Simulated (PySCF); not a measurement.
HCl$_{3}$Si, charge -1, doublet, geometry from GFN2-xTB (a state made from the parent by changing its charge; the spin is typed, not shown lowest).

PySCF was given this input:
```python
from pyscf import gto, scf, cc

mol = gto.M(
    atom='''
Si    0.24470920    0.27168732    0.12676686
Cl   -1.09335905   -1.23658447   -0.34820121
Cl   -1.27515476    1.96775416    0.22818236
Cl    2.14529555   -0.97049972   -0.07733403
H     0.36878146    0.26498816    1.58026276
''',
    basis='3-21g',
    charge=-1,
    spin=1,
    verbose=4,
)

mf = scf.UHF(mol)
mf.kernel()

mycc = cc.CCSD(mf, frozen=20)
mycc.kernel()
et = mycc.ccsd_t()
print('E(CCSD(T)) = %.10f' % (mycc.e_tot + et))
mf.analyze()
```

Task: What does this run give for the number of basis functions, MP2 correlation energy, total energy?

Result: 
```
Quantity                            Result
-------------------------  ---------------
number of basis functions               54
MP2 correlation energy          -0.1738 Eh
total energy               -1660.231931 Ha
```

These values belong to the state on which the SCF converged, which isn't shown to be the lowest.
